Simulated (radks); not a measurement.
Results of a calculation; reference values are marked as such.
Spin polarisation of the 2p1 shell in C+. Start: [He] 2s2 2p(up 0.5, down 0.5); electrons of 2p are moved from spin down to spin up, other shells keep equal spins. Level of theory: non-relativistic Kohn-Sham, TPSS, spin-polarised, spherical densities, point nucleus; meta-GGA in the generalised Kohn-Sham scheme (a radial shooting solver on a logarithmic mesh with Libxc functionals).

moment (Bohr magnetons),E - E(0) (eV),e(2p up) (eV),e(2p down) (eV),2s down minus up (eV),1s down minus up (eV)
0,0.000,-16.879,-16.879,0.000,0.000
0.25,-0.032,-17.122,-16.614,0.499,0.152
0.5,-0.127,-17.342,-16.324,0.998,0.304
0.75,-0.287,-17.541,-16.005,1.498,0.456

At moment 0.75 the spin-polarisation energy is -0.287 eV and the 2p exchange splitting 1.536 eV, that is 2.048 eV per Bohr magneton; E = -I m^2/4 would give I = 2.038 eV.
